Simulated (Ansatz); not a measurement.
The same path of a periodic cell of 19 atoms, Sc$_{18}$Ag (surface Sc(0001), adsorbate Ag) was run twice with different band settings. Lost on the way: Sc14–Ag19. Made: Sc13–Ag19.

Computed with DFT PBE, scalar-relativistic, plane waves, PAW (Ansatz). Settings: cutoff 420 eV, k mesh 3x2x1, gaussian smearing 0.15 eV, no spin polarisation.

Relaxed end points:

```xyz
19
Lattice="6.6200 0.0000 0.0000 4.9650 8.5996 0.0000 0.0000 0.0000 18.2761" Properties=species:S:1:pos:R:3
Sc 0.000 0.000 1.000
Sc 3.310 0.000 1.000
Sc 1.655 2.867 1.000
Sc 4.965 2.867 1.000
Sc 3.310 5.733 1.000
Sc 6.620 5.733 1.000
Sc 0.003 1.902 3.543
Sc 3.307 1.922 3.514
Sc 1.653 4.767 3.501
Sc 4.967 4.769 3.504
Sc 3.327 7.652 3.508
Sc 6.603 7.648 3.509
Sc 0.001 -0.020 6.102
Sc 3.308 -0.009 6.004
Sc 1.655 2.885 6.061
Sc 4.964 2.864 6.044
Sc 3.292 5.744 6.008
Sc 6.638 5.740 6.013
Ag 8.278 6.706 8.153
```

```xyz
19
Lattice="6.6200 0.0000 0.0000 4.9650 8.5996 0.0000 0.0000 0.0000 18.2761" Properties=species:S:1:pos:R:3
Sc 0.000 0.000 1.000
Sc 3.310 0.000 1.000
Sc 1.655 2.867 1.000
Sc 4.965 2.867 1.000
Sc 3.310 5.733 1.000
Sc 6.620 5.733 1.000
Sc -0.003 1.922 3.514
Sc 3.313 1.902 3.543
Sc 1.657 4.769 3.504
Sc 4.963 4.767 3.501
Sc 3.293 7.648 3.509
Sc 6.637 7.652 3.508
Sc -0.002 -0.009 6.004
Sc 3.311 -0.020 6.102
Sc 1.654 2.864 6.044
Sc 4.965 2.885 6.061
Sc 3.328 5.740 6.013
Sc 6.602 5.744 6.008
Ag 11.588 6.706 8.153
```

Common settings: force threshold 0.05 eV/Å; end points relaxed; atoms held 1 to 6.

| run | movable images | climbing image | spring | optimiser | start path | iteration limit |
| --- | --- | --- | --- | --- | --- | --- |
| 1 | 5 | yes | 2.0 eV/Å² | lbfgs | IDPP | 15 |
| 2 | 6 | from the first iteration | 5.0 eV/Å² | quadratic models (default) | default | 10 |

(1) What does each run give, and how far can it be trusted?

Answers

(1) Run 1: converged after 13 iterations, highest image 0.071 eV above the first end. The profile has 2 maxima (images 2, 4) with wells between them (image 3): this band takes more than one step, which may be the mechanism or a detour left from its start path. The order of the point at the top wasn't checked.
Run 2: converged after 9 iterations, highest image 0.071 eV above the first end. The profile has 2 maxima (images 2, 5) with wells between them (image 3): this band takes more than one step, which may be the mechanism or a detour left from its start path. The order of the point at the top wasn't checked.
Limits of this set-up: coarse k mesh, thin slab, slab without dipole correction, a typed lattice constant that wasn't relaxed here.
